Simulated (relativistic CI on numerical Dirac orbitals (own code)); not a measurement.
# Kr⁴⁺: calculation against measurement

Computed by Dirac-Coulomb-Breit CI, orbitals from a KLI potential per configuration, QED by a radiative potential, valence Slater integrals scaled by 0.85, P86 correlation estimate, and configurations built on the next ion tied to the tabulated ionisation energy (semi-empirical) (own radial code, finite nucleus).

Configuration list (outside the closed core [Ar] 3d10): 4s2 4p2, 4s2 4p 4d, 4s2 4p 5s, 4s2 4p 5p, 4s2 4p 5d, 4s2 4p 6s, 4s2 4p 4f, 4s2 4p 5f, 4s 4p3, 4p4, 4s2 4d2, 4s 4p2 4d, 4s 4p2 4f, 4p2 4d2, 4s2 4f2, 4p3 4d, 4s2 4p 6p, 4s 4p2 5s, 4s2 4p 5g, 4s 4p 4d2, 4s2 4p 6d, 4s2 4d 4f, 4s 4p2 5p, 4s2 4p 6f. Levels of other configurations are missing.

| Configuration | Term (tabulated) | J | Measured (cm⁻¹) | Computed | Error | Purity (%) |
| --- | --- | --- | --- | --- | --- | --- |
| 4s2 4p2 | 3P | 0 | 0.0 | 0 | 0 | 94 |
| 4s2 4p2 | 3P | 1 | 3742.9 | 3681 | -62 | 98 |
| 4s2 4p2 | 3P | 2 | 7595.3 | 7438 | -158 | 89 |
| 4s2 4p2 | 1D | 2 | 19722.9 | 19312 | -411 | 89 |
| 4s2 4p2 | 1S | 0 | 39203.9 | 37432 | -1772 | 93 |
| 4s 4p3 | 3D° | 1 | 129658.2 | 129177 | -481 | 85 |
| 4s 4p3 | 3D° | 2 | 129779.3 | 129290 | -489 | 84 |
| 4s 4p3 | 3D° | 3 | 131016.4 | 130552 | -465 | 89 |
| 4s 4p3 | 3P° | 0 | 147925.3 | 146210 | -1715 | 89 |
| 4s 4p3 | 3P° | 1 | 148286.8 | 146584 | -1703 | 86 |
| 4s 4p3 | 3P° | 2 | 148668.4 | 146979 | -1690 | 80 |
| 4s 4p3 | 3S° | 1 | 185063.5 | 185286 | 223 | 71 |
| 4s2 4p 4d | 3F° | 2 | 190279.0 | 187062 | -3217 | 96 |
| 4s2 4p 4d | 3F° | 3 | 192949.0 | 189623 | -3326 | 96 |
| 4s 4p3 | 1P° | 1 | 194041.1 | 193410 | -631 | 60 |
| 4s2 4p 4d | 3P° | 2 | 211336.6 | 208012 | -3325 | 60 |
| 4s2 4p 4d | 3P° | 0 | 216420.3 | 213303 | -3117 | 88 |
| 4s2 4p 4d | 3D° | 3 | 219381.6 | 216116 | -3266 | 85 |
| 4s2 4p 4d | 3D° | 2 | 219823.3 | 216427 | -3396 | 58 |
| 4s2 4p 4d | 1F° | 3 | 234120.9 | 230272 | -3849 | 94 |
| 4s2 4p 4d | 1P° | 1 | 237720.6 | 234258 | -3462 | 75 |
| 4s2 4p 5s | 3P° | 1 | 240926.0 | 244019 | 3093 | 85 |
| 4s2 4p 5s | 3P° | 2 | 246798.0 | 250684 | 3886 | 99 |
| 4s2 4p 5s | 1P° | 1 | 250993.0 | 254807 | 3814 | 82 |
| 4s2 4p 5p | 3D | 2 | 283677.0 | 288565 | 4888 | 63 |
| 4s2 4p 5p | 3P | 1 | 288683.0 | 292931 | 4248 | 61 |
| 4s2 4p 5p | 3D | 3 | 289998.0 | 294486 | 4488 | 98 |
| 4s2 4p 5p | 3P | 2 | 291138.0 | 295461 | 4323 | 80 |
| 4s2 4p 5p | 3S | 1 | 293705.0 | 297627 | 3922 | 84 |
| 4s2 4p 5p | 1D | 2 | 296600.0 | 301993 | 5393 | 89 |
| 4s2 4p 5p | 1S | 0 | 307667.0 | 308960 | 1293 | 84 |

Measured levels from Saloman, J. Phys. Chem. Ref. Data 36, 215 (2007); pairs were made by configuration, J and term (by order where the table uses no LS term), so strongly mixed levels may be paired wrongly.

Mean error by configuration (cm⁻¹): 4s2 4p2 -601; 4s 4p3 -869; 4s2 4p 4d -3370; 4s2 4p 5s 3598; 4s2 4p 5p 4079. Over the excited levels the mean absolute error is 2537 cm⁻¹ (30 of the 41 excited levels that our extract of the source holds in range could be paired, and the others can miss by more), and the median relative error of those above 1,000 cm⁻¹ is 1.5 %.
